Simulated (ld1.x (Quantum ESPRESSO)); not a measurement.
## manganese RRKJ: all-electron and pseudo phase curves

* Element: manganese
* Generator: ld1.x (Quantum ESPRESSO) 7.5
* Type: norm-conserving RRKJ (Kleinman–Bylander form)
* Functional: PBEsol
* Relativity: scalar-relativistic
* Frozen core: [Ne]
* Valence charge: 15
* Reference configuration: 3s2 3p6 3d5 4s2 4p0
* Partial waves: 3s (bound): rc 0.90 bohr; 3p (bound): rc 1.45 bohr; 3d (bound): rc 1.50 bohr
* Local potential: all-electron potential smoothed inside 1.15 bohr (lloc = -1)
* Core correction: none
* rho0: 0.02

Occupied shells without a wave of their own: 4s. They enter only through the test configuration that unscreens the potential.

The phase is arctan(r·u′/u) with u = r·R(r), unwrapped; energies in Ry, scanned from -8 to 5 Ry. A pole is an energy at which the radial function vanishes at the test radius. The pseudo phase is shifted by a multiple of π to meet the all-electron one at the reference energy, and phase errors are pseudo minus all-electron; the curves can meet again beyond the range given. Levels narrower than the energy grid can be missing from the lists of poles.

Task: For each channel, where are the poles, and over which energies does the pseudopotential scatter like the atom?

Result:

```csv
channel,radius (bohr),reference energy (Ry),"poles, all-electron","poles, pseudo",unbroken range about the reference energy with phases within 0.05 rad,phase error 1 Ry above the reference energy (rad)
s,1.65,-6.29,-5.86,-5.86,the whole range,+0.000
p,1.65,-4.00,-3.39,-3.38,below 1.8,+0.001
d,1.65,-0.50,0.55,0.58,below 3.2,+0.006
```

Phases in the d channel:

| E (Ry) | all-electron | pseudo |
| --- | --- | --- |
| -8.00 | 1.355 | 1.355 |
| -7.52 | 1.348 | 1.348 |
| -7.04 | 1.340 | 1.340 |
| -6.56 | 1.331 | 1.332 |
| -6.08 | 1.321 | 1.322 |
| -5.60 | 1.309 | 1.310 |
| -5.12 | 1.295 | 1.297 |
| -4.64 | 1.279 | 1.281 |
| -4.16 | 1.259 | 1.261 |
| -3.68 | 1.234 | 1.237 |
| -3.20 | 1.202 | 1.204 |
| -2.72 | 1.155 | 1.159 |
| -2.24 | 1.084 | 1.088 |
| -1.76 | 0.956 | 0.962 |
| -1.28 | 0.662 | 0.669 |
| -0.80 | -0.194 | -0.191 |
| -0.32 | -1.118 | -1.117 |
| 0.16 | -1.447 | -1.443 |
| 0.64 | -1.591 | -1.584 |
| 1.12 | -1.678 | -1.667 |
| 1.60 | -1.743 | -1.728 |
| 2.08 | -1.800 | -1.779 |
| 2.56 | -1.857 | -1.827 |
| 3.04 | -1.921 | -1.877 |
| 3.52 | -1.998 | -1.932 |
| 4.00 | -2.100 | -1.999 |
| 4.48 | -2.248 | -2.085 |
| 4.96 | -2.475 | -2.200 |
